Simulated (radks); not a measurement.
Valence configurations of Cd I (all share [Kr]). Calculated with a radial shooting solver on a logarithmic mesh with Libxc functionals: scalar-relativistic Kohn-Sham, LDA (Slater exchange, Perdew-Wang correlation), spin-polarised, spherical densities, finite nucleus; open shells are filled with parallel spins first (spin-orbit coupling, left out, can overturn this in heavy ions); Fermi nuclear charge, rms radius 4.6087 fm. Energies are relative to 4d10 5s2; eigenvalues in eV for spin up.

valence	E (eV)	moment (Bohr magnetons)	e(4d)	e(5p)	e(5s)
4d10 5s2	0.000	0	-11.899	-	-5.955
4d10 5s1.5 5p0.5	2.222	1	-12.899	-2.030	-6.842
4d10 5s1 5p1	4.250	2	-13.729	-2.573	-7.580
4d9.5 5s2 5p0.5	5.707	1	-14.835	-2.195	-7.309
4d10 5p2	9.382	2	-15.273	-3.274	-
4d9.5 5s1 5p1.5	10.095	3	-16.396	-3.222	-8.695
4d9 5s2 5p1	12.267	2	-17.664	-2.923	-8.517
4d8.5 5s2 5p1.5	19.669	3	-20.445	-3.589	-9.635
4d7.5 5s2 5p2.5	36.972	5	-25.960	-4.826	-11.705
4d8 5p4	41.089	4	-25.890	-5.391	-

NIST lists [Kr] 4d10 5s2 as the ground configuration; this level of theory agrees among the configurations tried. The energies are those of spherical high-spin densities, not of single terms.
